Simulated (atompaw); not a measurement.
**Before and after: PAW (atompaw) potential for magnesium**

atompaw 4.2.0.5 input, output lines left out:

```
Mg 12
LDA-PW scalarrelativistic loggrid 1500 logderivrange -6 5 276
3 3 0 0 0 0
3 0 1.5
3 1 0
0 0 0
c
c
v
v
v
2
2.10 1.65 1.95 1.35
y
4.05
n
n
y
0.35
n
custom polynom vanderbiltortho gaussian
3 0 ultrasoft
1.95
2.10
0.95
1.05
2.10
```

Change: augmentation gaussian compensation charge, radius 1.65 bohr; PAW radius 2.10 bohr; waves and projectors: custom rrkj gramschmidtortho.

Cutoffs: the cutoffs (Ry, on a coarse ladder) from which the occupation-weighted sum of valence levels, in a spherical-Bessel basis at the reference potential, stays within 10 and 1 mRy of its value at 400 Ry; they do not see the model core or the augmentation charge, which bear on the density cutoff.

Q: What does the change do?

A: The potential gets softer (120 Ry and 160 Ry → 90 Ry and 160 Ry); the bound ghost in s disappears.

```tsv
quantity	base	changed
cutoff, loose	120 Ry	90 Ry
cutoff, tight	160 Ry	160 Ry
loose cutoff by channel (10 mRy a level)	s 8 Ry, p 80 Ry	s 6 Ry, p 80 Ry
bound ghosts	s	none
s: phases at 2.11 bohr within 0.05 rad from the reference energy up to (Ry; the scan ends near 5)	to the end of the scan	to the end of the scan
p: phases at 2.11 bohr within 0.05 rad from the reference energy up to (Ry; the scan ends near 5)	to the end of the scan	to the end of the scan
d: phases at 2.11 bohr within 0.05 rad from the reference energy up to (Ry; the scan ends near 5)	4.6	to the end of the scan
lowest overlap eigenvalue by channel	s 0.02, p 0.63, d 1.00	s 0.64, p 0.78, d 1.00
```

 A true bound ghost makes a file unfit for plane-wave use even where its test errors are small: the radial tests pick states by their node count and pass the ghost by. The cutoffs see the waves, projectors and local potential, not the compensation charge or the core.
